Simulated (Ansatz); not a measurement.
Bond stretch in BH, singlet.

Computed with: UHF/aug-cc-pVDZ (Ansatz, an electronic-structure program); RHF/aug-cc-pVDZ (Ansatz); UKS-B3LYP = unrestricted B3LYP/aug-cc-pVDZ (Ansatz); RKS-B3LYP = Ansatz with restricted B3LYP/aug-cc-pVDZ; UKS-PBE0 = unrestricted PBE0/aug-cc-pVDZ run with Ansatz; RKS-PBE0 = restricted PBE0/aug-cc-pVDZ in Ansatz.

Scanned distances (Å): 0.98, 1.05, 1.11, 1.17, 1.20, 1.24, 1.29, 1.31, 1.36, 1.46, 1.56, 1.66, 1.89, 2.06, 2.23, 2.49, 2.74, 3.00, 3.32, 3.78, 4.41, 5.04.

Where does the unrestricted solution first break spin symmetry (<S²> of 0.01 or more)?

UHF: already at 0.98 Å; UKS-B3LYP: already at 0.98 Å; UKS-PBE0: already at 0.98 Å.

```
R / Å  <S²> UHF  E(RHF) − E(UHF) / kJ/mol  <S²> UKS-B3LYP  E(RKS-B3LYP) − E(UKS-B3LYP) / kJ/mol  <S²> UKS-PBE0  E(RKS-PBE0) − E(UKS-PBE0) / kJ/mol
-----  --------  ------------------------  --------------  ------------------------------------  -------------  ----------------------------------
0.98       0.53                      21.4            0.17                                   1.4           0.33                                 5.7
1.05       0.51                      19.9            0.14                                   0.9           0.30                                 4.6
1.11       0.50                      18.6            0.11                                   0.5           0.27                                 3.7
1.17       0.48                      17.4            0.08                                   0.3           0.24                                 2.9
1.20       0.47                      16.7            0.06                                   0.2           0.22                                 2.5
1.24       0.46                      15.9            0.04                                   0.1           0.20                                 2.0
1.29       0.45                      14.9            0.01                                   0.0           0.18                                 1.5
1.31       0.45                      14.5            0.00                                   0.0           0.17                                 1.3
1.36       0.43                      13.5            0.00                                   0.0           0.14                                 0.9
1.46       0.41                      11.6            0.00                                   0.0           0.08                                 0.3
1.56       0.38                       9.9            0.00                                   0.0           0.03                                 0.0
1.66       0.35                       8.3            0.00                                   0.0           0.00                                 0.0
1.89       0.38                       6.6            0.00                                   0.0           0.00                                 0.0
2.06       0.55                      24.3            0.00                                   0.0           0.00                                 0.0
2.23       0.68                      55.0            0.04                                   0.1           0.09                                 0.4
2.49       0.84                     108.4            0.42                                  11.5           0.51                                15.9
2.74       0.92                     159.0            0.64                                  31.5           0.72                                40.7
3.00       0.96                     207.1            0.78                                  54.4           0.86                                68.6
3.32       0.99                     258.3            0.89                                  80.6           0.94                               100.7
3.78       1.00                     317.5            0.96                                 111.4           0.99                               138.0
4.41       1.01                     376.6            1.00                                 140.6           1.00                               172.3
5.04       1.01                     417.4            1.00                                 158.2           1.00                               192.6
```
